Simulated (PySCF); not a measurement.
Two-component Hartree-Fock for Gd⁴⁹⁺ (gadolinium, charge +49)

Start: [Ne] 3s2 3p3; 3p1/2 filled at m_j = -1/2, +1/2; 3p3/2 filled at m_j = +3/2. Calculated with PySCF 2.14 in an even-tempered Gaussian basis (18 s from 13 bohr⁻², ratio 2.4; 14 p from 16 bohr⁻², ratio 2.4; 4 d from 58 bohr⁻², ratio 2.6; 4 f from 87 bohr⁻², ratio 2.6): generalised Hartree-Fock with the X2C-1e Hamiltonian and a Gaussian nucleus; one run each with spin-orbit coupling (SO) switched off, then screened by Boettger's factors.

```json
{"spinor shell": "1s1/2", "electrons": "2", "ε, spin-free (eV)": "-53905.6", "ε, screened SO (eV)": "-53889.9", "weight of nominal j (screened SO)": "1.000", "rms radius, screened SO (bohr)": "0.0249"}
{"spinor shell": "2s1/2", "electrons": "2", "ε, spin-free (eV)": "-11705.0", "ε, screened SO (eV)": "-11698.1", "weight of nominal j (screened SO)": "1.000", "rms radius, screened SO (bohr)": "0.0993"}
{"spinor shell": "2p1/2", "electrons": "2", "ε, spin-free (eV)": "-10789.9", "ε, screened SO (eV)": "-11294.7", "weight of nominal j (screened SO)": "1.000", "rms radius, screened SO (bohr)": "0.0848"}
{"spinor shell": "3s1/2", "electrons": "2", "ε, spin-free (eV)": "-4621.4", "ε, screened SO (eV)": "-4618.6", "weight of nominal j (screened SO)": "1.000", "rms radius, screened SO (bohr)": "0.239"}
{"spinor shell": "3p1/2", "electrons": "2", "ε, spin-free (eV)": "-4365.9", "ε, screened SO (eV)": "-4475.4", "weight of nominal j (screened SO)": "0.999", "rms radius, screened SO (bohr)": "0.228"}
{"spinor shell": "3p3/2", "electrons": "1", "ε, spin-free (eV)": "-4365.9", "ε, screened SO (eV)": "-4297.7", "weight of nominal j (screened SO)": "1.000", "rms radius, screened SO (bohr)": "0.237"}
```

(1) Where does 2p3/2 lie, and what is the 2p spin-orbit splitting (screened SO)?

| quantity | spin-free | screened SO |
| --- | --- | --- |
| E (hartree) | -8894.90983 | -8907.31618 |
| M_J | 3/2 | 3/2 |
| ⟨J²⟩ | 3.750 | 3.750 |
| ⟨L²⟩ | 0.000 | 2.498 |
| ⟨S²⟩ | 3.750 | 1.527 |

Each row is a mean over spinors that exchange with the open shell spreads, by up to 26.443 eV (3s1/2).

Breit and QED terms are absent; they matter most for the inner s and p1/2 levels.

Densities and radii are taken from the X2C orbitals without a picture-change correction, which distorts them close to the nucleus.

Without spin-orbit coupling the j labels of p, d and f shells carry no meaning; the spin-free column gives the mean over the occupied spinors of each nl shell.

## Answers

(1) At -10567.3 eV, 727.41 eV above 2p1/2.
